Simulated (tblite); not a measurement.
Method: GFN2-xTB as coded in tblite; computed harmonic values from a numerical Hessian at the method's own geometry, unscaled. The method is semi-empirical: single wavenumbers can be off by several per cent or more. Modes of hydrogen on germanium, silicon and sulfur can be 10 to 20 % off. One conformer each. Open shells enter through the occupations alone, without spin polarisation, and single modes of such species can be off by tens of per cent. Thermal functions are those of the rigid rotor and harmonic oscillator, without mixing of conformers.

Problem. Order these by their zero-point energy, highest first (kcal/mol).
A. `[GeH3][GeH2][CH]1CCC1`
B. `[SiH3][NH][GeH2][SH]`
C. `[GeH3][CH]([GeH3])C1CC1`
D. `[Cl][Ga]1[CH2]CC[CH2]1`
E. `CC(C)(C)[CH]N[SiH3]` [radical]

Solution. E (109.4), A (85.1), C (82.6), D (67.7), B (38.7).

```
                 SMILES  atoms  mass (u)  symmetry number  modes under 300 cm⁻¹  ZPE (kcal/mol)  S translation (cal/(mol K))  S rotation  S vibration  S spin      S    Cp
    CC(C)(C)[CH]N[SiH3]     21    116.09                1                     9           109.4                         40.2        28.8         34.6     1.4  104.9  42.7
  [GeH3][GeH2][CH]1CCC1     18    207.94                1                     7            85.1                         41.9        29.6         28.3     0.0   99.8  36.8
[GeH3][CH]([GeH3])C1CC1     18    207.94                1                     7            82.6                         41.9        30.2         28.8     0.0  100.9  38.4
 [Cl][Ga]1[CH2]CC[CH2]1     14    159.96                2                     5            67.7                         41.1        26.9         19.8     0.0   87.8  29.2
   [SiH3][NH][GeH2][SH]     11    154.93                1                     5            38.7                         41.0        28.1         23.6     0.0   92.8  31.6
```

Entropies and Cp are for 298.15 K and 1 bar.
